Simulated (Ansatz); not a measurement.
Cost and result up the ladder for SiI₂ (3 atoms). Charge 0, multiplicity 1. Geometry: r2SCAN-D4/def2-TZVP.

```xyz
3

Si    0.834   -0.598    0.075
I    -1.480   -1.075    0.844
I     0.647    1.672   -0.919
```

Ansatz on 4 threads of Arm Neoverse V2 on a shared host. Times are rough, and most runs start from the orbitals of an earlier one. ωB97X-V/def2-TZVP serves as the yardstick here, not as an exact answer. Differences are given only for rows in sets of like size (and for xTB, whose basis is part of the method), since another set adds its own error. Binding counts from free atoms at the same level (Si triplet, I doublet; other spins of the atoms weren't run), without zero-point energy or a counterpoise term.

In the def2 sets I takes a core potential; there is no spin–orbit coupling. B3LYP takes the VWN-RPA correlation. Correlated methods freeze 13 core orbitals; core or outer-core shells of I are correlated, in sets that lack core-valence functions.

Run but left out: HF/def2-TZVP (restricted singlet, unstable towards broken spin symmetry).

Correlated methods converge slowly with the basis.

```json
{"level": "PBE-D4/def2-SVP", "functions": "70", "wall time": "0.45 s", "binding energy per atom (eV)": "2.27", "difference from ωB97X-V/def2-TZVP (eV)": "–", "remarks": "–"}
{"level": "LDA (SPW92)/def2-TZVP", "functions": "137", "wall time": "0.55 s", "binding energy per atom (eV)": "2.64", "difference from ωB97X-V/def2-TZVP (eV)": "0.51", "remarks": "–"}
{"level": "PBE0-D4/def2-SVP", "functions": "70", "wall time": "0.75 s", "binding energy per atom (eV)": "2.15", "difference from ωB97X-V/def2-TZVP (eV)": "–", "remarks": "–"}
{"level": "BLYP-D4/def2-TZVP", "functions": "137", "wall time": "0.85 s", "binding energy per atom (eV)": "2.19", "difference from ωB97X-V/def2-TZVP (eV)": "0.06", "remarks": "–"}
{"level": "PBE-D4/def2-TZVP (with forces)", "functions": "137", "wall time": "1.1 s", "binding energy per atom (eV)": "2.31", "difference from ωB97X-V/def2-TZVP (eV)": "0.18", "remarks": "–"}
{"level": "PBE0-D4/def2-TZVP", "functions": "137", "wall time": "1.3 s", "binding energy per atom (eV)": "2.20", "difference from ωB97X-V/def2-TZVP (eV)": "0.08", "remarks": "–"}
{"level": "B3LYP-D4/def2-TZVP", "functions": "137", "wall time": "1.3 s", "binding energy per atom (eV)": "2.15", "difference from ωB97X-V/def2-TZVP (eV)": "0.02", "remarks": "–"}
{"level": "BHLYP-D4/def2-TZVP", "functions": "137", "wall time": "1.7 s", "binding energy per atom (eV)": "2.04", "difference from ωB97X-V/def2-TZVP (eV)": "-0.09", "remarks": "–"}
{"level": "MP2/def2-TZVP", "functions": "137", "wall time": "1.8 s", "binding energy per atom (eV)": "2.19", "difference from ωB97X-V/def2-TZVP (eV)": "0.06", "remarks": "restricted SCF unstable"}
{"level": "r2SCAN-D4/def2-TZVP", "functions": "137", "wall time": "2 s", "binding energy per atom (eV)": "2.20", "difference from ωB97X-V/def2-TZVP (eV)": "0.07", "remarks": "–"}
{"level": "RPA@PBE/def2-TZVP", "functions": "137", "wall time": "2.5 s", "binding energy per atom (eV)": "1.81", "difference from ωB97X-V/def2-TZVP (eV)": "-0.32", "remarks": "–"}
{"level": "B2PLYP/def2-TZVP", "functions": "137", "wall time": "2.7 s", "binding energy per atom (eV)": "2.10", "difference from ωB97X-V/def2-TZVP (eV)": "-0.03", "remarks": "–"}
{"level": "ωB97X-V/def2-TZVP", "functions": "137", "wall time": "3.3 s", "binding energy per atom (eV)": "2.13", "difference from ωB97X-V/def2-TZVP (eV)": "0.00", "remarks": "–"}
{"level": "CCSD(T)/def2-TZVPP", "functions": "142", "wall time": "9.5 s", "binding energy per atom (eV)": "2.05", "difference from ωB97X-V/def2-TZVP (eV)": "-0.08", "remarks": "restricted SCF unstable"}
```
